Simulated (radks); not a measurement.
Q: Coherent X-ray form factor from a spherical all-electron density. Method: Dirac Kohn-Sham, LDA (Slater exchange, Perdew-Wang correlation), spin-unpolarised, spherical densities, finite nucleus; Fermi nuclear charge, rms radius of each element as measured or else 0.836 A^(1/3) + 0.57 fm; computed with a radial shooting solver on a logarithmic mesh with Libxc functionals.

| sin(theta)/lambda (1/angstrom) | f0 (electrons) |
|---|---|
| 0.05 | 3.860 |
| 0.1 | 3.495 |
| 0.15 | 3.030 |
| 0.2 | 2.586 |
| 0.25 | 2.228 |
| 0.3 | 1.969 |
| 0.4 | 1.672 |
| 0.5 | 1.516 |
| 0.6 | 1.392 |
| 0.8 | 1.141 |
| 1 | 0.896 |
| 1.25 | 0.641 |
| 1.5 | 0.454 |
| 2 | 0.232 |

The species is in the configuration that NIST lists as its ground one. Which atom or ion scatters so?

A: The boron ion B+, [He] 2s2. Extrapolating in s^2 from the first two rows gives f0(0) = 4.0, near the electron count 4; among species with that count, the fall with angle is slower the higher Z, and the table is that of Z = 5; from so few rows the species is fixed only to a neighbour or two.
